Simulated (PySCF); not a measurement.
## Vertical excitation energies

Species: C6H9Cl.
Structure used (GFN2-xTB), in Å, numbered top down from 1:
```xyz
16
C6H9Cl angstrom
C      1.958   -0.068    0.538
C      0.684   -0.357   -0.235
C      0.036    0.888   -0.889
C     -1.180    0.712    0.010
C     -1.760   -0.648   -0.225
Cl    -3.279   -1.009    0.575
C     -0.555   -0.504    0.650
H      1.795    0.741    1.245
H      2.756    0.220   -0.143
H      2.274   -0.951    1.089
H      0.844   -1.196   -0.918
H     -0.161    0.823   -1.959
H      0.588    1.802   -0.682
H     -1.758    1.508    0.447
H     -1.700   -1.129   -1.193
H     -0.550   -0.823    1.678
```

Computed, not measured: TDDFT PBE0/def2-SVPD, vertical, gas phase, core orbitals frozen in the response in PySCF.

```
state  E (eV)  ν̃ (cm⁻¹)       f  main configurations (H = HOMO, L = LUMO)
   S1    6.78      54680  0.0010                    H→L (78%), H→L+1 (16%)
   S2    7.06      56970  0.0014                H-1→L (85%), H-1→L+1 (11%)
   S3    7.48      60300   0.012        H→L+1 (60%), H→L+2 (21%), H→L (9%)
   S4    7.63      61570   0.015                H→L+2 (54%), H-1→L+1 (17%)
   S5    7.65      61680   0.033                H-1→L+1 (57%), H→L+2 (19%)
   S6    7.74      62420  0.0060                               H→L+3 (80%)
```

Triplets (Tamm–Dancoff): T1 6.16 eV, H→L (67%), H→L+1 (20%); T2 6.71 eV, H-1→L (65%), H-1→L+1 (13%), H-2→L (8%).

The lowest singlet comes at 183 nm (654 kJ/mol) in the vacuum ultraviolet; it is very weak; its leading configuration is HOMO→LUMO (78%). The most intense listed level is S5 at 7.65 eV (162 nm, f = 0.033), 0.87 eV above S1. Löwdin shares by element: HOMO chlorine 42%, carbon 41% or more (atoms not listed hold the other 17%); LUMO chlorine 33%, carbon 28% or more (atoms not listed hold the other 39%). Orbital energies (eV): HOMO-3 -9.23, HOMO-2 -8.97, HOMO-1 -7.78, HOMO -7.57, LUMO 0.66, LUMO+1 0.95, LUMO+2 1.14. Weighted by f, the mean energy of these states is 7.60 eV. The listed states span 0.96 eV, and the widest gap between neighbours is 0.41 eV (S2 to S3). Singlets were solved by full linear response, triplets in the Tamm–Dancoff approximation.

Without π bonds the low states may be Rydberg-like; a valence basis with one diffuse set may place them up to an eV too high.
